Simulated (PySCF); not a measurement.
Compound: C5H14SSi2.
Structure used (GFN2-xTB), in Å, numbered top down from 1:
```xyz
22
C5H14SSi2 angstrom
C      3.0502    2.0185   -0.0498
S      1.7163    0.9449   -0.6589
C      1.2690    0.1619    0.8566
C      0.3620   -0.8036    0.9434
C     -0.4178   -1.3404   -0.1999
C     -0.5932   -2.8516   -0.0887
Si    -2.1215   -0.4460   -0.2707
Si    -1.9248    1.8503   -0.3758
H      3.8651    1.4103    0.3334
H      3.3918    2.6051   -0.8965
H      2.6618    2.6754    0.7233
H      1.7953    0.5471    1.7149
H      0.1435   -1.2262    1.9154
H      0.1268   -1.1104   -1.1223
H     -1.1622   -3.2346   -0.9328
H     -1.1259   -3.1079    0.8253
H      0.3743   -3.3525   -0.0720
H     -2.8341   -1.0326   -1.4176
H     -2.8591   -0.9100    0.9177
H     -3.2566    2.4647   -0.3494
H     -1.2720    2.3325   -1.5925
H     -1.1994    2.4246    0.7614
```

Mayer bond orders were computed from the PBE0/pcSseg-1 density (PySCF). Isolated species at its GFN2-xTB geometry (one conformer only).

The orders 0.86, 0.93, 1.00, 1.87 belong to the bonds C3–C4, C4–C5, C5–Si7, Si7–Si8, in another order. Match them.

C5–Si7 0.86; Si7–Si8 0.93; C4–C5 1.00; C3–C4 1.87.

Set the orders of all bonds between heavy atoms beside their lengths and the difference of the Mulliken charges at their ends.

| bond | Mayer order | length (Å) | q(first) − q(second) (e) |
| --- | --- | --- | --- |
| C3–C4 | 1.868 | 1.328 | -0.128 |
| C5–C6 | 1.040 | 1.525 | -0.355 |
| S2–C3 | 1.028 | 1.764 | +0.236 |
| C4–C5 | 1.002 | 1.484 | +0.457 |
| C1–S2 | 0.999 | 1.817 | -0.380 |
| Si7–Si8 | 0.925 | 2.307 | +0.166 |
| C5–Si7 | 0.858 | 1.925 | -0.914 |

Mayer orders depend on the basis set.
